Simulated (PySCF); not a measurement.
SnF₃, SMILES [F][Sn]([F])[F], multiplicity 2.

Coordinates come from a B3LYP-D3(BJ)/def2-SVP optimisation. The spin state was assumed, not searched. The isomer is the one that the SMILES or the coordinates give; other isomers of the formula were not compared. The def2 effective core potentials stand for the cores of Sn; spin–orbit coupling is left out.

Level of theory: B3LYP/def2-TZVPD (PySCF).

The molecule is in vacuum.

```yaml
total_energy: -514.11342 hartree
point_group: C3v
"α spin, highest occupied and lowest empty level": -8.79 and -1.24 eV
"β spin, highest occupied and lowest empty level": -11.24 and -6.27 eV
dipole_moment: 3.29 D
quadrupole, principal values (traceless, Buckingham form, about the centre of nuclear charge): -3.78, -3.78, 7.56 D·Å
mean_static_polarisability: 39.5 bohr³ (5.85 Å³)
polarisability_principal_values: 34.3, 42.1, 42.1 bohr³
"⟨S²⟩": 0.753 (pure state 0.75)
```
